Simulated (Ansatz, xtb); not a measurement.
A geometry optimisation of AlFGaH5Si with r2SCAN-D4/def2-SVP

The starting geometry of this gas-phase singlet was built from a drawn formula by distance geometry; its bonds are those of `F[SiH2][GaH][AlH2]`.

```xyz
9

Al   -0.4204    0.1503    1.6701
F    -4.0008    1.0937   -1.8188
Ga   -1.6513    1.7510    0.4237
Si   -2.3019    1.0435   -1.5399
H    -1.8891   -0.3477   -1.5919
H    -1.7313    1.8485   -2.6281
H    -1.2987    3.3204    0.2003
H    -1.0853   -1.2720    1.9691
H     1.0920    0.2535    1.2458
```

Predict what it relaxes into with r2SCAN-D4/def2-SVP.

It keeps its bonds, and is `F[SiH2][GaH][AlH2]`. Distances that change by over a tenth: Ga3–Si4 (2.19 → 2.41 Å).

The energy falls by 1.11 eV over 24 steps:

| step | E − E(last) (eV) |
| --- | --- |
| 1 | 1.112 |
| 4 | 0.124 |
| 6 | 0.059 |
| 9 | 0.034 |
| 11 | 0.022 |
| 14 | 0.010 |
| 16 | 0.004 |
| 19 | 0.002 |
| 21 | 0.000 |
| 24 | 0.000 |

Final geometry (Å):

```xyz
9

Al   -0.0248    0.1425    1.6207
F    -3.5252    2.1570   -2.4094
Ga   -1.6800    1.5313    0.3653
Si   -2.4270    1.0619   -1.8812
H    -3.0652   -0.2911   -1.9744
H    -1.2832    1.0731   -2.8496
H    -2.3255    2.8162    1.0110
H    -0.4977   -1.0812    2.5306
H     1.5417    0.4316    1.5174
```

From the same start GFN2-xTB ends elsewhere, differing in Al1–H7 (1.58 against 3.58 Å here), F2–Ga3 (1.88 against 3.39 Å here), F2–Si4 (2.54 against 1.64 Å here), Ga3–H7 (3.18 against 1.58 Å here).

No frequencies were run, so the end isn't proven a minimum. Run with Ansatz 0.2.0, 39 s on 2 threads of Intel(R) Xeon(R) 6975P-C (Granite Rapids), on a shared host.
